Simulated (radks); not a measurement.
Problem. The potassium ion K+, 18 electrons, occupied as [Ne] 3s2 3p5 4p1 (not the ground configuration). Calculated with a radial shooting solver on a logarithmic mesh with Libxc functionals: Dirac Kohn-Sham, AM05, spin-unpolarised, spherical densities, finite nucleus; open shells are shared between the two j in proportion to 2j + 1; Fermi nuclear charge, rms radius 3.4349 fm. Some entries of the table are withheld. Estimate them.

orbital,occ.,eigenvalue (hartree),<1/r> (bohr^-1),<r> (bohr)
1s1/2,2,-129.6856,18.68,0.08120
2s1/2,2,-13.55263,3.800,0.3881
2p1/2,2,-10.95652,(1),0.3490
2p3/2,4,-10.85044,(2),0.3515
3s1/2,2,-1.81729,1.128,1.237
3p1/2,1.66667,-1.20140,1.008,1.356
3p3/2,3.33333,-1.19050,1.001,1.363
3d3/2,0,(3),0.6616,2.027
4s1/2,0,-0.33338,0.3459,3.773
3d5/2,0,(4),0.6606,2.030
4p1/2,0.333333,(5),0.2821,(6)
4p3/2,0.666667,(7),0.2810,(8)

Solution. 
(1) 2p1/2 <1/r> (bohr^-1): 3.725
(2) 2p3/2 <1/r> (bohr^-1): 3.690
(3) 3d3/2 eigenvalue (hartree): -0.33379
(4) 3d5/2 eigenvalue (hartree): -0.33323
(5) 4p1/2 eigenvalue (hartree): -0.23126
(6) 4p1/2 <r> (bohr): 4.554
(7) 4p3/2 eigenvalue (hartree): -0.23032
(8) 4p3/2 <r> (bohr): 4.570
